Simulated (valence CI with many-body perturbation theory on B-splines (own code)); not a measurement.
## Ir⁴⁵⁺: electric-dipole lines

Computed by configuration interaction combined with many-body perturbation theory (CI+MBPT): four valence electrons over a frozen Dirac-Fock core [Ar] 3d10, a basis of 11 s, 11 p, 10 d, 8 f, 5 g, 2 h functions for each j, with the one-electron correlation potential Σ1, the two-electron term Σ2, the three-electron term Σ3, Breit, model QED; selected CI, second order for the rest, scaled by the run's own slope (own B-spline code, finite nucleus).

The last digits are not significant, and no measured levels were compared; by estimate large intervals hold to a few tenths of a per cent, small ones and those within an open d or f shell to about a per cent. Among the levels kept, up to 420 cm⁻¹ of a level comes from second order outside the variational space, and about a tenth of that is noise between levels of different J, which matters for small intervals.

Lines 51 to 100 of 550 in falling wavelength, among levels below 6009.8 × 10³ cm⁻¹, chosen from the strongest by gf and those to the six lowest levels. Wavelengths and rates use the calculated energies. Electric multipoles are in the length gauge, E1 and E2 with the static RPA response of the core. Weak lines are less certain than strong ones. Lines between different terms over intervals too small for the method are left out, as are lines whose strength nearly cancels. Where a level lies close to another of its J and parity, the split of strength between their lines is uncertain. The highest levels of a list are the least certain.

Levels are named by their leading jj configuration (3d3/2^4 stands for four electrons in 3d with j = 3/2), which in mixed levels can hold well under half, so a name can repeat and another be missing. Letters in brackets count levels of one name in rising energy.

```tsv
λ vac (Å)	Upper	Lower	A (s⁻¹)	log gf	Branch %
105.0	(4s 4p1/2 4p3/2^2) J=2 [b]	(4s^2 4p3/2^2) J=2	2.45e+10	-0.69	2.7
103.8	(4s 4p1/2^2 4p3/2) J=1	(4s^2 4p1/2 4p3/2) J=1	1.06e+10	-1.29	2.1
103.7	(4p1/2^2 4p3/2^2) J=2	(4s 4p1/2 4p3/2^2) J=3	5.78e+10	-0.33	6.9
103.6	(4p1/2^2 4p3/2 4d3/2) J=3	(4s^2 4p1/2 4f7/2) J=4	3.58e+10	-0.39	4.8
103.6	(4s 4p1/2 4p3/2^2) J=1 [b]	(4s^2 4p3/2^2) J=2	1.96e+10	-1.02	1.6
102.9	(4s 4p1/2 4p3/2 4d5/2) J=3 [c]	(4s^2 4p3/2 4d5/2) J=4	2.15e+10	-0.62	1.9
102.8	(4p1/2^2 4p3/2 4d5/2) J=4	(4s 4p1/2 4p3/2 4d5/2) J=5	6.01e+10	-0.07	12.0
102.1	(4p1/2^2 4p3/2 4d5/2) J=3	(4s 4p1/2 4p3/2 4d5/2) J=4 [b]	2.64e+10	-0.54	2.8
100.7	(4p1/2^2 4p3/2 4d3/2) J=2	(4s 4p1/2 4p3/2 4d3/2) J=3 [a]	3.44e+10	-0.58	8.5
95.53	(4p1/2^2 4p3/2 4d3/2) J=3	(4s 4p1/2 4p3/2 4d3/2) J=4	2.62e+10	-0.60	3.5
94.63	(4p1/2^2 4p3/2 4d5/2) J=4	(4s 4p1/2 4p3/2 4d5/2) J=4 [a]	2.56e+10	-0.51	5.1
82.95	(4s 4p1/2^2 4d3/2) J=1	(4s 4p1/2^2 4p3/2) J=1	2.53e+10	-1.11	40.4
80.96	(4s 4p1/2^2 4d3/2) J=2	(4s 4p1/2^2 4p3/2) J=1	9.86e+08	-2.31	1.6
78.32	(4s 4p1/2 4d3/2 4d5/2) J=4 [b]	(4s 4p1/2 4p3/2 4d5/2) J=4 [b]	2.36e+10	-0.71	9.0
77.88	(4s^2 4p1/2 4d3/2) J=2	(4s^2 4p1/2 4p3/2) J=2	1.46e+10	-1.18	92.8
75.72	(4s^2 4p1/2 4d3/2) J=2	(4s^2 4p1/2 4p3/2) J=1	1.13e+09	-2.31	7.2
75.13	(4s 4p1/2^2 4d3/2) J=1	(4s 4p1/2^2 4p3/2) J=2	7.96e+09	-1.69	12.7
73.50	(4s 4p1/2^2 4d3/2) J=2	(4s 4p1/2^2 4p3/2) J=2	3.07e+10	-0.91	50.7
72.56	(4s 4p1/2 4d3/2 4d5/2) J=5	(4s 4p1/2 4p3/2 4d5/2) J=5	3.14e+10	-0.57	22.7
71.81	(4s^2 4p3/2 4d3/2) J=2	(4s^2 4p3/2^2) J=2	2.57e+09	-2.00	0.1
71.13	(4s^2 4p3/2 4d3/2) J=1	(4s^2 4p3/2^2) J=2	8.28e+09	-1.72	0.5
70.83	(4s^2 4p3/2 4d3/2) J=3	(4s^2 4p3/2^2) J=2	8.08e+08	-2.37	0.1
69.38	(4s^2 4p1/2 4d3/2) J=1	(4s^2 4p1/2 4p3/2) J=2	3.14e+08	-3.17	0.0
68.06	(4s 4p1/2 4p3/2 4f7/2) J=4 [b]	(4s 4p1/2 4p3/2 4d5/2) J=4 [b]	2.86e+10	-0.75	4.5
67.66	(4s^2 4p1/2 4d3/2) J=1	(4s^2 4p1/2 4p3/2) J=1	9.13e+09	-1.73	0.4
67.16	(4s 4p1/2 4p3/2 4f7/2) J=4 [c]	(4s 4p1/2 4p3/2 4d5/2) J=4 [c]	4.63e+10	-0.55	7.7
66.97	(4s 4p1/2^2 4f7/2) J=3	(4s 4p1/2^2 4d5/2) J=2	1.17e+11	-0.26	40.2
66.16	(4s 4p1/2 4d3/2 4d5/2) J=5	(4s^2 4p1/2 4f7/2) J=4	3.28e+10	-0.63	23.8
65.96	(4s 4p1/2 4p3/2 4f7/2) J=5 [c]	(4s 4p1/2 4p3/2 4d5/2) J=4 [c]	2.71e+10	-0.71	4.3
65.88	(4p1/2^2 4p3/2 4d5/2) J=2	(4p1/2^2 4p3/2^2) J=2	1.07e+11	-0.46	16.4
65.57	(4s 4p1/2^2 4d5/2) J=2	(4s 4p1/2^2 4p3/2) J=1	1.57e+11	-0.30	56.0
65.48	(4s 4p1/2 4p3/2 4f7/2) J=4 [d]	(4s 4p1/2 4p3/2 4d5/2) J=3 [c]	1.06e+11	-0.21	11.7
65.43	(4s^2 4d3/2 4d5/2) J=3	(4s^2 4p3/2 4d3/2) J=3	3.95e+10	-0.75	2.5
65.41	(4s 4p1/2 4p3/2 4f5/2) J=4 [c]	(4s 4p1/2 4p3/2 4d5/2) J=3 [d]	2.29e+11	0.12	19.4
65.27	(4s 4p1/2 4p3/2 4f7/2) J=2 [d]	(4s 4p1/2 4p3/2 4d5/2) J=2 [c]	9.57e+10	-0.52	10.9
65.23	(4s^2 4p3/2 4d5/2) J=2	(4s^2 4p3/2^2) J=2	1.07e+11	-0.47	97.4
65.20	(4s 4p1/2 4d3/2 4d5/2) J=3 [b]	(4s 4p1/2 4p3/2 4d3/2) J=2 [b]	4.96e+10	-0.66	11.8
65.15	(4p1/2 4p3/2^2 4d3/2) J=2 [a]	(4s 4p1/2 4p3/2 4d5/2) J=2 [b]	5.63e+10	-0.75	7.2
65.13	(4s 4p1/2 4p3/2 4f7/2) J=3 [b]	(4s 4p1/2 4p3/2 4d5/2) J=2 [a]	6.32e+10	-0.55	6.9
65.08	(4s^2 4d5/2^2) J=2	(4s^2 4p3/2 4d5/2) J=1	2.07e+11	-0.18	29.7
65.03	(4s 4p1/2 4p3/2 4d5/2) J=3 [a]	(4s 4p1/2 4p3/2^2) J=3	9.07e+10	-0.40	20.3
65.02	(4s 4p1/2 4d3/2 4d5/2) J=2 [b]	(4s 4p1/2 4p3/2 4d3/2) J=2 [b]	6.14e+10	-0.71	15.7
64.96	(4s 4p1/2 4p3/2 4f7/2) J=4 [e]	(4s 4p1/2 4p3/2 4d5/2) J=3 [c]	1.32e+11	-0.12	13.2
64.93	(4s^2 4p1/2 4f7/2) J=3	(4s^2 4p1/2 4d5/2) J=2	1.28e+11	-0.25	45.8
64.88	(4s 4p1/2 4p3/2 4f7/2) J=2 [d]	(4s 4p1/2 4p3/2 4d5/2) J=1 [c]	1.57e+11	-0.31	18.0
64.81	(4s 4p1/2 4d5/2^2) J=1 [a]	(4s 4p1/2 4p3/2 4d5/2) J=0	1.68e+11	-0.50	19.1
64.80	(4s 4p1/2 4d5/2^2) J=1 [a]	(4s 4p1/2 4p3/2 4d5/2) J=2 [c]	1.99e+11	-0.43	22.6
64.79	(4s^2 4d3/2 4d5/2) J=4	(4s^2 4p3/2 4d3/2) J=3	7.57e+10	-0.37	5.7
64.75	(4s^2 4p1/2 4d5/2) J=2	(4s^2 4p1/2 4p3/2) J=2	2.69e+10	-1.07	12.8
64.74	(4s 4p1/2^2 4f7/2) J=4	(4s 4p1/2^2 4d5/2) J=3	1.54e+11	-0.06	79.4
```

Task: How does gf follow from A for the line at 65.88 Å?

Result: gf = 1.4992 × (2J+1)_upper × A / σ², with σ = 1518016 cm⁻¹ and 2J+1 = 5: gf = 0.349.
